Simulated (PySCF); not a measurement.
CH₅AlFNO, SMILES C[O][Al]([NH2])[F]. Heavy atoms are numbered as in [Al:1]([F:2])([O:3][CH3:4])[NH2:8]. Hydrogens are named by the atom that carries them.

Geometry optimised at r2SCAN-D4/def2-SVP. The structure was generated by enumeration; whether it is a known compound was not checked. One conformer was computed; it need not be the lowest.

Computed with KT2/pcSseg-1 (PySCF).

GIAO shieldings, no solvent; atoms alike by connectivity are averaged. δ = σ(ref) − σ: ¹⁹F against CFCl3 (σ = 127.1 ppm); ¹⁷O against H2O (σ = 330.4 ppm); ¹³C against TMS (σ = 185.1 ppm); ¹H against TMS (σ = 31.47 ppm); ¹⁵N against NH3 (σ = 266.2 ppm), references at their B3LYP-D3(BJ)/def2-TZVP geometries, non-relativistic.

```tsv
nucleus	atoms	count	δ (ppm)
¹⁹F	F2	1	-234.5
¹⁷O	O3	1	4.8
¹³C	C4 (CH3)	1	58.2
¹H	H on C4	3	4.34
¹H	H on N8	2	0.24
¹⁵N	N8 (NH2)	1	-1.7
```
